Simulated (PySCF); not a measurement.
How methods differ on the ionisation energy of Ga²⁺

Ga²⁺ [Ar] 3d10 4s1 (2S) → Ga³⁺ [Ar] 3d10 (1S), as a difference of total energies. All numbers are calculated (PySCF 2.14, the spin-free X2C one-electron Hamiltonian (Gaussian nucleus), in x2c-SVPall (5s4p3d, 32 functions)). The calculations carry no spin-orbit coupling.

```
method  ionisation energy (eV)
   UHF                  29.569
  MN15                  30.468
  BP86                  31.474
```

Task: Which method comes closest to the reference value, and which is furthest?

Result: The reference is 30.726 eV (measured; NIST Atomic Spectra Database, ionization energies). Closest: MN15 (error -0.258 eV); furthest: UHF (error -1.157 eV).
